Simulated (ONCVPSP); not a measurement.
# What the settings do to the ONCV potential of calcium

Base potential:

| Item | Value |
| --- | --- |
| Element | calcium (Ca) |
| Generator | ONCVPSP 4.0.1 |
| Type | optimised norm-conserving Vanderbilt (ONCV) |
| Functional | PBE |
| Relativity | scalar-relativistic |
| Frozen core | [Ne] |
| Valence charge | 10 |
| Reference configuration | 3s2 3p6 4s2 |
| Partial waves | 3s+4s: rc 2.05 bohr, ncon 3, nbas 7, qcut 6.4 1/bohr, 3 projectors, debl 0.9 Ha; 3p: rc 1.50 bohr, ncon 4, nbas 7, qcut 10.7 1/bohr, 2 projectors, debl 3.7 Ha; d scattering state at 0.13 Ha: rc 1.95 bohr, ncon 3, nbas 7, qcut 4.5 1/bohr, 2 projectors, debl 3.3 Ha; f scattering state at 0.18 Ha: rc 1.60 bohr, ncon 4, nbas 8, qcut 6.3 1/bohr, 2 projectors, debl 1.1 Ha |
| Local potential | polynomial inside 1.50 bohr (lpopt 5, dvloc0 4 Ha) |
| Core correction | Teter function, fcfact 2.25, rcfact 1.4 |

In the d channel the program set the typed energies aside and used -0.072, 3.228 Ha.

All-electron outer shells of the reference configuration (PBE, scalar-relativistic, ld1.x):

```tsv
shell	level (eV)	outermost node (bohr)	outermost maximum (bohr)
3s	-47.09	0.45	0.99
3p	-28.01	0.42	1.04
4s	-3.77	1.43	3.42
```

Cutoffs, loose and tight: the cutoffs (Ha) at which the residual kinetic energy of the hardest occupied pseudo-wave falls to 1 and 0.1 mHa per electron. They do not see the model core or the augmentation charge, which bear on the density cutoff. Test errors are all-electron minus pseudo excitation energies from the reference, over the configurations 3s2 3p6 4s1; 3s2 3p6 4s0; 3s2 3p6 4s1.5; 3s2 3p6 3d1 4s0. A dash means not determined; rows that change the core or the reference have their own tests.

For the base: The cutoffs count occupied waves only; projector 2 of the d channel, the hardest unoccupied one, needs 72 Ha at the loose tolerance.

| change | outcome | cutoff, loose | cutoff, tight | bound ghosts | GHOST(+) flags above zero | largest test error (meV) |
| --- | --- | --- | --- | --- | --- | --- |
| base | generated, projector energies reset by the program | 18 Ha | 32 Ha | none | none | +56 |
| core correction Teter function, fcfact 3.1, rcfact 1.4 | generated, projector energies reset by the program | 18 Ha | 32 Ha | none | none | +56 |
| core correction Teter function, fcfact 2.25, rcfact 1.2 | generated, projector energies reset by the program | 18 Ha | 32 Ha | none | none | +56 |

Task: What comes out with this change to the base: all radii but the core radius scaled by about 1.27 (s 2.60, p 1.90, d 2.48, f 2.04 bohr); local potential polynomial inside 1.90 bohr (lpopt 5, dvloc0 4 Ha)?

Result: outcome: generated, projector energies reset by the program; cutoff, loose: 14 Ha; cutoff, tight: 26 Ha; bound ghosts: none; GHOST(+) flags above zero: none; largest test error (meV): +116.

Task: What comes out with this change to the base: functional PBEsol; d: rc 1.5, qcut 5.8?

Result: outcome: generated, projector energies reset by the program; cutoff, loose: 16 Ha; cutoff, tight: 32 Ha; bound ghosts: none; GHOST(+) flags above zero: none; largest test error (meV): +10.

Task: What comes out with this change to the base: s: qcut 7.9; p: qcut 13.1; d: qcut 5.5; f: qcut 7.7?

Result: outcome: generated, projector energies reset by the program; cutoff, loose: 31 Ha; cutoff, tight: 42 Ha; bound ghosts: none; GHOST(+) flags above zero: none; largest test error (meV): +35.
